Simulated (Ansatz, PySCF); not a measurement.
Reaction (SMILES): [SeH2] (H2Se) → [SeH] (HSe) + H atom (the H-Se bond at the site shown breaks; other sites are not compared here)
Geometries: B3LYP-D3(BJ)/def2-TZVP minima from Ansatz (a quantum-chemistry and plane-wave program).

Property: bond dissociation energy (enthalpy at 298 K, with B3LYP-D3(BJ) rigid-rotor harmonic-oscillator terms from PySCF), in kcal/mol. Valence correlation only, unless marked. UHF or UKS for open shells. No spin-orbit coupling. The frozen core is the preceding noble-gas configuration, with the filled d and f shells of earlier blocks. No relativistic terms. Basis-set limits of correlation are two-point, X^-3; Hartree-Fock from the larger set (for Q and 5 zeta extrapolated as (X+1)exp(-9√X)).

CCSD(T)/CBS(cc-pVQZ,cc-pV5Z) (Ansatz) gives 81.4 kcal/mol.

### Question
Another calculation gave 78.3 kcal/mol. Which level was it?
A. PBE-QIDH/def2-TZVPD (Ansatz)
B. SVWN5/def2-TZVPD (Ansatz)
C. B97M-V/def2-TZVPD (Ansatz)

### Answer
A, PBE-QIDH/def2-TZVPD (Ansatz). The others give 80.8 (B97M-V), 92.7 (SVWN5) kcal/mol.
